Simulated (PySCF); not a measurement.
Molecule: `C1(C(=C(F)F)F)=C(F)C1`, C5H2F4.

Bonds (- single, = double, # triple, : aromatic): F1-C2, C2-F3, C2=C4, C4-F5, C4-C6, C6=C7, C7-F8, C7-C9, C9-C6. C9 carries H10, H11.

Frames of a GFN2-xTB Langevin trajectory at 200 K; GIAO PBE0/pcSseg-1 shieldings in PySCF, gas phase, non-relativistic; equivalent atoms averaged within each frame.

Chemical shifts δ = σref − σ; 19F (σref 170.95) against CFCl3; 13C (σref 186.93) and 1H (σref 31.72) against TMS, all at this level. The references are static minima.

Task: How do the shifts (ppm) fluctuate along the trajectory?

Result: 
| time (fs) | F1 | F3 | F8 | F5 | C2 | C7 | C4 | C6 | C9 | H10/H11 |
| --- | --- | --- | --- | --- | --- | --- | --- | --- | --- | --- |
| optimised geometry | -97.3 | -117.6 | -142.8 | -195.6 | 172.9 | 156.9 | 131.6 | 73.8 | 25.1 | 2.36 |
| 250 | -100.9 | -109.9 | -123.2 | -178.2 | 171.6 | 159.1 | 130.2 | 78.3 | 25.5 | 2.16 |
| 425 | -94.7 | -117.2 | -142.2 | -195.6 | 174.7 | 156.9 | 129.3 | 71.8 | 21.9 | 2.23 |
| 625 | -87.0 | -116.0 | -144.4 | -179.8 | 172.2 | 155.5 | 136.1 | 74.8 | 23.5 | 2.29 |
| 800 | -100.0 | -122.4 | -135.8 | -195.5 | 171.1 | 156.2 | 129.3 | 71.5 | 24.9 | 1.99 |
| 1000 | -98.8 | -117.9 | -130.7 | -188.6 | 172.6 | 160.7 | 132.4 | 76.7 | 28.8 | 2.33 |
| mean of frames | -96.3 | -116.7 | -135.2 | -187.6 | 172.4 | 157.7 | 131.5 | 74.6 | 24.9 | 2.20 |
| standard deviation | 5.7 | 4.5 | 8.7 | 8.3 | 1.4 | 2.2 | 2.9 | 3.0 | 2.6 | 0.13 |

5 frames give an uncertainty of the mean of about the standard deviation over 2.2 at best, since frames this close in time may not be independent; classical motion lacks zero-point vibration, and the reference would need the same averaging.
